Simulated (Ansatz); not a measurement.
K₄Bi₂⁺, relaxed as a doublet with UKS r2SCAN-D4/def2-SVP in Ansatz, starting from the GFN1-xTB geometry. Force threshold 0.02 eV/Å.

In the def2 sets Bi takes a core potential; there is no spin–orbit coupling. The charge 1 doublet is spin-contaminated (final ⟨S²⟩ up to 1.39, 0.75 for a pure state). The relaxation made no stability test and no search for a lower SCF solution. Another isomer (doublet) lies 2.24 eV lower at PBE0-D4/def2-TZVP; other spin states weren't run for this one.

Start:

```xyz
6

K    -1.316   -3.273    0.489
K    -0.233   -1.117   -2.865
K     0.016    0.281    0.737
K    -0.910   -1.506    4.252
Bi    1.126    2.091   -2.433
Bi    1.317    3.524   -0.180
```

| step | energy (eV) | largest force component (eV/Å) | SCF passes |
| --- | --- | --- | --- |
| 1 | -76971.1222 | 0.659 | 62 |
| 2 | -76971.2609 | 0.432 | 37 |
| 3 | -76971.4491 | 0.205 | 31 |
| 4 | -76971.5292 | 0.102 | 31 |
| 5 | -76971.5603 | 0.032 | 28 |
| 6 | -76971.5606 | 0.036 | 28 |
| 7 | -76971.5646 | 0.018 | 28 |
| 8 | -76971.5649 | 0.016 | 32 |

Force components are those of the run's own axes.

End:

Cartesian coordinates in Å:
```
K -1.5196 -3.6857 0.7216
K -0.1208 -1.0131 -3.4717
K 0.1943 0.5991 0.7609
K -1.0881 -1.8275 4.8780
Bi 1.1161 2.1382 -2.5416
Bi 1.4181 3.7891 -0.3471
```

Bonds lost: K1–K2 (atoms count from 1). Metal–metal contacts that move far: K3–K4 4.05 to 4.95 Å.

The force fell under the threshold at step 7, but the optimiser went on. No frequencies were taken in this run, so the end may be a saddle point.

It took 98 s on 4 threads of Arm Neoverse V1 on a shared host.
